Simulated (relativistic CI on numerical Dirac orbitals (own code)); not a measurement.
## One change at a time: Te VIII

Base calculation: Dirac-Coulomb-Breit CI, separate exchange-only KLI orbitals for each configuration, a model potential for QED, unscaled Slater integrals.

Configuration list (outside the closed core [Ar] 3d10): 4s²4p⁶4d⁹, 4s²4p⁶4d⁸5s, 4s²4p⁶4d⁸4f, 4s²4p⁵4d¹⁰, 4s²4p⁶4d⁸5p, 4s4p⁶4d¹⁰, 4s²4p⁶4d⁷5s5p, 4s²4p⁶4d⁸5d, 4s²4p⁶4d⁷4f5s, 4s²4p⁵4d⁹4f, 4s²4p⁶4d⁸6s, 4s²4p⁶4d⁸6p, 4s²4p⁶4d⁸5f, 4s²4p⁶4d⁸6d, 4s²4p⁶4d⁷5s², 4s²4p⁶4d⁶4f5s², 4s²4p⁶4d⁶5s²5p, 4s²4p⁶4d⁶5s²5d. Double excitations out of closed p, d and f shells are left out; levels of such configurations are missing from the list, as are those of other unlisted configurations, and high levels can miss mixing partners.

The lowest level and the first level of each name with at least 55 % of one term (blank where a level has no safe partner in the second run):

| Level | Base (cm⁻¹) | Shift (cm⁻¹) |
| --- | --- | --- |
| 4s²4p⁶4d⁹ ²D5/2 | 0 | 0 |
| 4s²4p⁶4d⁹ ²D3/2 | 12293 | +392 |
| 4s²4p⁶4d⁸5s ⁴F9/2 | 355596 | -337 |
| 4s²4p⁶4d⁸5s ⁴F7/2 | 361034 | -256 |
| 4s²4p⁶4d⁸5s ⁴F5/2 | 367597 | -47 |
| 4s²4p⁶4d⁸5s ⁴F3/2 | 369594 | -114 |
| 4s²4p⁶4d⁸5s ²F7/2 | 371869 | -81 |
| 4s²4p⁶4d⁸5s ⁴P1/2 | 386919 | -140 |
| 4s²4p⁶4d⁸5s ²G9/2 | 396638 | +3 |
| 4s²4p⁶4d⁸5s ²G7/2 | 396898 | +3 |
| 4s²4p⁶4d⁸5s ²P1/2 | 398384 | -98 |
| 4s²4p⁶4d⁸5s ²P3/2 | 398892 | +129 |
| 4s²4p⁶4d⁸5s ²S1/2 | 442748 | +27 |
| 4s²4p⁶4d⁸5p ⁴D°7/2 | 459151 | -542 |

At this charge configurations can still be misplaced by up to about 7 % of their energy. Levels and lines within the n = 5 or 6 shells can be off by up to 10 % or somewhat more, and those that change n by about 2 %, since core polarisation is missing.

One thing was changed in a second run, which moved the levels as shown. Which?
A. Breit term removed
B. configuration mixing switched off
C. QED terms removed

A. Breit term removed. The Breit term mainly narrows fine-structure intervals, so removing it widens them.

LS names give the leading component of a level, which can be under half, so a name can repeat, a term be missing and a line seem to break the LS rules.
